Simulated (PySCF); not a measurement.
A GIAO shielding run with PySCF 2.14.0 with density-fitted response routines (density fitting, non-relativistic, gas phase) on `CC(C)[SiH2][C@@H](C)F`, C₅H₁₃FSi:

```
$ OMP_NUM_THREADS=1 python probes_run.py task.json out

{"job": {"kind": "nmr", "xc": "PBE0", "basis": "pcSseg-1"}, "charge": 0, "multiplicity": 1}
C     -1.812404    -1.071860     0.036364
C     -1.320837     0.370730    -0.085978
C     -2.254920     1.161448    -0.998193
Si     0.477238     0.462387    -0.716535
C      1.655140    -0.359203     0.563757
C      3.100413    -0.431480     0.107203
F      1.597351     0.400587     1.733669
H     -1.788866    -1.569780    -0.931241
H     -2.838672    -1.093074     0.400963
H     -1.196590    -1.639404     0.730352
H     -1.366475     0.823886     0.910678
H     -2.253649     0.741461    -2.001767
H     -1.945130     2.201184    -1.065623
H     -3.275695     1.132517    -0.619562
H      0.905020     1.855905    -0.868795
H      0.630517    -0.267883    -1.981800
H      1.316761    -1.357574     0.865170
H      3.462502     0.558526    -0.157614
H      3.170312    -1.076068    -0.763917
H      3.732835    -0.831627     0.897822
```

Hardware: 1 thread of an Arm Neoverse N1, shared host. The job also computes population analyses, field gradients.

Task: How large is the calculation?

Result: 66 electrons, 191 basis functions and 1011 auxiliary functions.

Task: How long does it take, and how much memory does it need?

Result: 70 s of wall time, with 12 SCF cycles and 4 response iterations; peak memory 0.85 GiB. Times on a shared host scatter by some tens of per cent.
